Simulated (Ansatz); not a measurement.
`CC#C[SiH2]Cl` + H₂S → `CC#CS` + `[SiH3]Cl`  (substitution at a C–Si bond)

Calculated with Ansatz (gas phase, PBE0-D4/def2-TZVP geometries, no zero-point term in ΔE). CCSD(T)/CBS is the MP2 limit (def2-TZVPP, def2-QZVPP) plus CCSD(T) − MP2 in def2-TZVPP, frozen cores. This one scheme is used for every species. DFT in def2-TZVPP. Each species was taken in one conformer, which may not be the lowest.

```
       species  r2SCAN energy (Eh)
`CC#C[SiH2]Cl`          -866.95842
           H₂S          -399.37417
       `CC#CS`          -514.80414
    `[SiH3]Cl`          -751.49714
```

Problem. Work out ΔE.

Solution. ΔE = (-514.80414) + (-751.49714) − (-866.95842) − (-399.37417) = 0.03131 Eh = +0.85 eV. CCSD(T)/CBS gives +0.92 eV.

Largest T1 diagnostic among the species: 0.012.

From PBE to PBE0 (25 % exact exchange), in def2-TZVPP and without D4, ΔE moves by +0.04 eV.
